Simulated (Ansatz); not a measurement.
Ansatz (a quantum-chemistry and plane-wave program) input (HF/3-21G): The .json file is the Basis Set Exchange's 3-21G.

Ansatz 0.2 input:
```yaml
crystal:
  periodic: [false, false, false]
  atoms:
    - {symbol: Na, position_ang: [-0.00000000, -0.00000000, -1.06477101]}
    - {symbol: O, position_ang: [0.00000000, 0.00000000, 1.19274953]}
    - {symbol: H, position_ang: [0.00000000, 0.00000000, 2.17048488]}
basis:
  gaussian:
    orbitals: 3-21G.json
hamiltonian:
  xc: {name: HF}
total_charge: 1
magnetization: {spin_polarized: true, initial_magnetization: 1}
relax: {f_tol: 0.003, max_steps: 120}
```

Output:

```
WARN ansatz: RAYON_NUM_THREADS=1 ignored (pool sized by the plan → 1); use --threads N
Functional definition: HF
integrals: 0.00 GiB planned
251 factors; integrals over basis functions are off by at most 1.7e-4 eV
mean field: 0.05 GiB planned
mean field evaluation 1: about -6410.3026 eV, gradient 3.2e1 eV
mean field evaluation 2: about -6410.3547 eV, gradient 3.1e1 eV
mean field evaluation 4: about -6413.3832 eV, gradient 7.6e-1 eV
mean field evaluation 8: about -6413.4074 eV, gradient 3.0e-3 eV
mean field evaluation 16: about -6413.4074 eV, gradient 5.0e-5 eV
mean field -6413.40736711 eV, -235.6883735776 hartree, gradient 5.0e-5 eV, S^2 0.753589; 0 other end points of the search recorded, 0 dependent functions left out
the calculation of the forces begins
reference -6413.40736711 eV, -235.6883735776 hartree; 10, 9 occupied and 14, 15 virtual orbitals, 251 factors
relax step   1: F+E_penalty+E_count = -6413.40736711 eV  Δ(F+E_penalty+E_count) = +0.000e0 eV  max|allowed force component| = 5.006e-1 eV/Å  Δτ_max = 0.0000 Å  (40 SCF iters, accepted)
these checks for a lower state are left out or cut short: starts, cluster_reference, orbital_swaps, neighbouring_geometries, increment
integrals: 0.00 GiB planned
251 factors; integrals over basis functions are off by at most 1.7e-4 eV
mean field: 0.05 GiB planned
mean field -6413.41927019 eV, -235.6888110078 hartree, gradient 1.5e-5 eV, S^2 0.753617; 0 other end points of the search recorded, 0 dependent functions left out
the calculation of the forces begins
reference -6413.41927019 eV, -235.6888110078 hartree; 10, 9 occupied and 14, 15 virtual orbitals, 251 factors
relax step   2: F+E_penalty+E_count = -6413.41927019 eV  Δ(F+E_penalty+E_count) = -1.190e-2 eV  max|allowed force component| = 2.323e-1 eV/Å  Δτ_max = 0.0293 Å  (28 SCF iters, accepted)
these checks for a lower state are left out or cut short: starts, cluster_reference, orbital_swaps, neighbouring_geometries, increment
integrals: 0.00 GiB planned
251 factors; integrals over basis functions are off by at most 1.7e-4 eV
mean field: 0.05 GiB planned
mean field -6413.42456601 eV, -235.6890056255 hartree, gradient 8.1e-5 eV, S^2 0.753605; 0 other end points of the search recorded, 0 dependent functions left out
the calculation of the forces begins
reference -6413.42456601 eV, -235.6890056255 hartree; 10, 9 occupied and 14, 15 virtual orbitals, 251 factors
relax step   3: F+E_penalty+E_count = -6413.42456601 eV  Δ(F+E_penalty+E_count) = -5.296e-3 eV  max|allowed force component| = 6.534e-2 eV/Å  Δτ_max = 0.0438 Å  (36 SCF iters, accepted)
these checks for a lower state are left out or cut short: starts, cluster_reference, orbital_swaps, neighbouring_geometries, increment
integrals: 0.00 GiB planned
251 factors; integrals over basis functions are off by at most 1.7e-4 eV
mean field: 0.05 GiB planned
mean field evaluation 32: about -6413.3914 eV, gradient 3.2e-1 eV
mean field -6413.42479409 eV, -235.6890140072 hartree, gradient 1.3e-5 eV, S^2 0.753585; 0 other end points of the search recorded, 0 dependent functions left out
the calculation of the forces begins
reference -6413.42479409 eV, -235.6890140072 hartree; 10, 9 occupied and 14, 15 virtual orbitals, 251 factors
relax step   4: F+E_penalty+E_count = -6413.42479409 eV  Δ(F+E_penalty+E_count) = -2.281e-4 eV  max|allowed force component| = 7.379e-2 eV/Å  Δτ_max = 0.0079 Å  (27 SCF iters, accepted)
these checks for a lower state are left out or cut short: starts, cluster_reference, orbital_swaps, neighbouring_geometries, increment
integrals: 0.00 GiB planned
251 factors; integrals over basis functions are off by at most 1.7e-4 eV
mean field: 0.05 GiB planned
mean field -6413.42484581 eV, -235.6890159080 hartree, gradient 1.0e-5 eV, S^2 0.753605; 0 other end points of the search recorded, 0 dependent functions left out
the calculation of the forces begins
reference -6413.42484581 eV, -235.6890159080 hartree; 10, 9 occupied and 14, 15 virtual orbitals, 251 factors
relax step   5: F+E_penalty+E_count = -6413.42484581 eV  Δ(F+E_penalty+E_count) = -5.172e-5 eV  max|allowed force component| = 2.858e-4 eV/Å  Δτ_max = 0.0009 Å  (27 SCF iters, accepted)
integrals: 0.00 GiB planned
251 factors; integrals over basis functions are off by at most 1.7e-4 eV
mean field: 0.05 GiB planned
mean field -6413.42484581 eV, -235.6890159080 hartree, gradient 1.0e-5 eV, S^2 0.753605; 1 other end points of the search recorded, 0 dependent functions left out
the calculation of the forces begins
reference -6413.42484581 eV, -235.6890159080 hartree; 10, 9 occupied and 14, 15 virtual orbitals, 251 factors
Total energy: -6413.42484581 eV, -235.6890159080 hartree
Atom 0 at     0.000000     0.000000    -0.999215 Å, force    -0.000000    -0.000000     0.000011 eV/Å
Atom 1 at    -0.000000    -0.000000     1.158184 Å, force     0.000000     0.000000    -0.000286 eV/Å
Atom 2 at     0.000000     0.000000     2.139495 Å, force    -0.000000    -0.000000     0.000275 eV/Å
Dipole moment:    -0.000000     0.000000    -0.433410 e Å
```

The dipole moment of an ion depends on the origin.
